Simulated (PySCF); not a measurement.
The same groups moved round the core (propene ethynyl). Isolated molecules, 0 K electronic values unless said otherwise. One relaxed conformer stands for each flexible species; it need not be the lowest. Strings in code marks are SMILES.

The S1–T1 gap (TDA) from two functionals at the same geometries (PBE0-D3(BJ)/def2-TZVP), both in PySCF: PBE-D3(BJ)/def2-TZVP and M06-2X/def2-TZVP. Excitations are Tamm–Dancoff values on a coarser integration grid. The basis has no diffuse functions, so Rydberg states are missing or too high.

| species | PBE-D3(BJ)/def2-TZVP (eV) |
|---|---|
| `C#C/C=C/C` | 1.66 |
| `C#C/C=C\C` | 1.68 |
| `C#CCC=C` | 1.04 |

Problem. What does M06-2X/def2-TZVP give for each?

Solution. 
- `C#C/C=C/C`: 1.64
- `C#C/C=C\C`: 1.63
- `C#CCC=C`: 1.32
Over these rows, drawn at random from the members with no instability flagged (it was tested for open shells, ions and some series alone), PBE minus M06-2X: mean -0.07 eV, from -0.27 eV to +0.05 eV.
